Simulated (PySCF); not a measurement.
**Threshold energies of InBr in a plasma**

PBE in PySCF with def2-TZVPPD on every atom (core potentials on In), for the lowest determinant that a PBE0 search found; no spin–orbit coupling.

| species | state (unpaired electrons) | Re (Å) | ωe (cm⁻¹) | energy of the minimum from the neutral (eV) | De (eV) | dissociates to |
| --- | --- | --- | --- | --- | --- | --- |
| InBr | singlet (closed shell) | 2.590 | 210 | 0.00 | 4.29 | In + Br |
| InBr⁺ | doublet (σ ↑) | 2.492 | 206 | 9.19 | 0.68 | In⁺ + Br |
| InBr⁻ | doublet (π ↑) | 2.793 | 141 | -0.44 | 1.22 | In + Br⁻ |

Work out the lowest energy to break InBr into atoms, from its vibrational ground state.

D0 = De − ωe/2 = 4.29 − 0.01 = 4.28 eV (PBE/def2-TZVPPD).

Work out the ionisation energy of the In atom at this level and the threshold of dissociative ionisation.

IE(In) = 9.19 + 0.68 − 4.29 = 5.58 eV, so In⁺ + Br + e⁻ appears at D0 + IE(In) = 9.86 eV (PBE/def2-TZVPPD). The measured IE(In) is 5.786 eV (NIST ASD).

Work out the electron affinity of the Br atom and the threshold of dissociative attachment.

EA(Br) = 4.29 − 1.22 − (-0.44) = 3.51 eV, so In + Br⁻ needs D0 − EA(Br) = 0.77 eV (PBE/def2-TZVPPD). The measured EA(Br) is 3.364 eV.

At which energy does ion-pair formation open?

In⁺ + Br⁻ lies at D0 + IE(In) − EA(Br) = 6.35 eV (PBE/def2-TZVPPD).

These are thermodynamic thresholds; the onsets seen under electron impact lie higher where the geometry changes, and cross-sections peak well above them.

These are scalar-relativistic numbers at best; spin–orbit coupling would shift them, the dissociation energy most. For an ion De counts to the pair picked by the measured ionisation energies or electron affinities, which need not be the lowest pair at this level. The highest Kohn–Sham level is positive in this anion. Much of that is self-interaction error, but it also means that the finite basis helps to hold the extra electron. States were picked by a PBE0 search and need not be the measured ground states.
